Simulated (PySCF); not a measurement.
Se(SH)(OSiH3) (H4OSSeSi), SMILES S[Se]O[SiH3]. Heavy atoms are numbered as in [Se:1]([SH:2])[O:4][SiH3:5]. Hydrogens are named by the atom that carries them.

The structure is a stationary point at PBE0-D3(BJ)/def2-SVP. This is a generated structure with no PubChem entry under its InChIKey; it may be hypothetical. The values are those of a single conformer.

Level of theory: PBE/def2-TZVP run with PySCF.

Atomic charges (e), one atom of each kind:

| atom | Löwdin | IAO |
|---|---|---|
| Se1 | 0.15 | 0.37 |
| S2 (SH) | 0.06 | -0.13 |
| H on S2 | 0.03 | 0.10 |
| O4 | -0.19 | -0.76 |
| Si5 (SiH3) | 0.08 | 0.79 |
| H on Si5 | -0.04 | -0.11 |

Computed Mayer and Wiberg (Löwdin basis) orders of the bonds:
```json
[
 {"bond": "Se1–S2", "Mayer": "1.30", "Wiberg": "1.82"},
 {"bond": "Se1–O4", "Mayer": "0.95", "Wiberg": "1.47"},
 {"bond": "O4–Si5", "Mayer": "1.09", "Wiberg": "1.59"}
]
```
